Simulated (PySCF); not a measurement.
A side-by-side comparison of computed properties.

First species: C3H4FNO.
Atom-mapped SMILES: `[O:1]=[CH:2][NH:3]/[CH:4]=[CH:5]\[F:6]` (hydrogens: H7 on C2; H8 on N3; H9 on C4; H10 on C5)

Second species: C2H6Cl4Si2.
InChI=1S/C2H6Cl4Si2/c1-7(2,3)8(4,5)6/h1-2H3

Levels: CAM-B3LYP/def2-SVPD for dipole moment, HOMO energy, LUMO energy, HOMO–LUMO gap, static isotropic polarisability and electronic spatial extent ⟨r²⟩ about the centre of nuclear charge; TDDFT CAM-B3LYP/def2-SVPD for lowest singlet excitation; TDA CAM-B3LYP/def2-SVPD for lowest triplet excitation (Tamm–Dancoff); GFN2-xTB for rotational constant A and rotational constant C. Geometries: GFN2-xTB. All species are isolated and taken at one optimised geometry, non-relativistic unless stated; the electronic structure was computed with PySCF and density fitting.

Dipoles, sizes and rotational constants follow the conformer. The torsions of the flexible species, by atom-mapped SMILES:
- `[O:1]=[CH:2][NH:3]/[CH:4]=[CH:5]\[F:6]`: O1–C2–N3–C4 0°, C2–N3–C4–C5 180°
- `[CH3:1][Si:2]([CH3:3])([Cl:4])[Si:5]([Cl:6])([Cl:7])[Cl:8]`: C1–Si2–Si5–Cl6 180°

```csv
property,column X,column Y
dipole moment,2.17 D,2.55 D
HOMO energy,-8.33 eV,-9.58 eV
LUMO energy,0.46 eV,0.31 eV
HOMO–LUMO gap,8.79 eV,9.89 eV
lowest singlet excitation,5.51 eV,6.64 eV
lowest triplet excitation (Tamm–Dancoff),3.92 eV,5.82 eV
static isotropic polarisability,52.4 au,127.7 au
electronic spatial extent ⟨r²⟩ about the centre of nuclear charge,683 bohr²,2545 bohr²
rotational constant A,14.749 GHz,0.871 GHz
rotational constant C,1.560 GHz,0.504 GHz
```

Q: Which column belongs to which species?

A: Column X is the first species and column Y the second. The first has 10 atoms and 46 electrons, the second 14 and 114.

Q: How does each property change from the first species to the second?

A: dipole moment +0.38 D; HOMO energy -1.25 eV; LUMO energy -0.15 eV; HOMO–LUMO gap +1.10 eV; lowest singlet excitation +1.13 eV; lowest triplet excitation (Tamm–Dancoff) +1.90 eV; static isotropic polarisability +75.3 au; electronic spatial extent ⟨r²⟩ about the centre of nuclear charge +1862 bohr²; rotational constant A -13.878 GHz; rotational constant C -1.056 GHz.

On the first: In wavenumbers S1 is 44400 cm⁻¹ (1 eV = 8065.54 cm⁻¹). No computed singlet falls in the visible range (750 to 380 nm, 1.65 to 3.26 eV); S1 lies 2.25 eV above its blue end.

On the second: No computed singlet falls in the visible range (750 to 380 nm, 1.65 to 3.26 eV); S1 lies 3.38 eV above its blue end. The principal polarisabilities are 123.9, 125.7 and 133.7 au; their mean is the isotropic value.
